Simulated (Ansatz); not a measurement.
Isomers of Sn₁₉H₂₉ (doublet), relaxed with PBE-D4/def2-SVP; total energies from Ansatz at PBE0-D4/def2-SVP.

| isomer | description | energy (Eh) |
| --- | --- | --- |
| A | point group Cs; 23 × Sn–Sn 2.81 to 2.84 Å; 29 × H–Sn 1.74 to 1.78 Å | -4089.55836 |
| B | point group Cs; 23 × Sn–Sn 2.81 to 2.84 Å; 29 × H–Sn 1.73 to 1.76 Å | -4089.56704 |

In the def2 sets Sn takes a core potential; there is no spin–orbit coupling. Single mean-field runs in def2-SVP are fitted with def2-universal-jkfit.

Work out the relative energies (1 Eh = 2625.5 kJ/mol) and the Boltzmann populations at 298 K from electronic energies alone (R = 8.314 J/mol/K).

ΔE: A 22.8, B 0.0 kJ/mol. RT = 2.48 kJ/mol. Factors exp(−ΔE/RT): A 0.000102, B 1; sum 1.000. Populations: A 0.0 %, B 100.0 %. Zero-point energy, vibrational entropy and symmetry numbers are left out and can shift these; an error of 4 kJ/mol changes a ratio by a factor of 5.0. Over the other density-functional and correlated levels in def2 sets, the gap between B and A ranges from 20 to 24 kJ/mol.
